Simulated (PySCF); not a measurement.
# Dipole response of Zr²⁺ (zirconium, charge +2)

[Kr] 4d1 5s1, high-spin 3D determinant (an excited configuration). All numbers are calculated (PySCF 2.14, a scalar-relativistic core potential, in def2-QZVPPD with the def2 core potential (28 electrons)). Coupled (time-dependent) response in atomic units; α is the mean over directions.

```tsv
method	mean α (bohr³)	α xx, yy, zz	C₆ (like pair)	S(−4)
B3LYP	33.85	34.02, 34.02, 33.49	212.5	790.7
```

S(−4) is the Cauchy moment in α(ω) = α(0) + S(−4) ω² + …

Spin-orbit coupling is absent.

α(iu) at B3LYP:

```
u (hartree)  α(iu) (bohr³)
          0          33.85
     0.0500          32.00
      0.100          27.65
      0.200          18.73
      0.300          13.08
      0.500          7.810
      0.750          5.151
       1.00          3.800
       1.50          2.365
       2.00          1.604
       3.00         0.8574
       5.00         0.3509
```

A single London oscillator, α(iu) = α/(1 + u²/ω²), gives C₆ = (3/4) ω α². Matching the computed C₆ needs ω = 4 × 212.5 / (3 × 33.85²) = 0.247 hartree.

For an ion, C₆ is the dispersion term alone; charge-induced terms of lower order in 1/R come first.

The components differ because the open shell of this determinant is not spherical; for a pure term their mean is the scalar polarisability.

Energies and moments cover only the electrons outside the core potential.
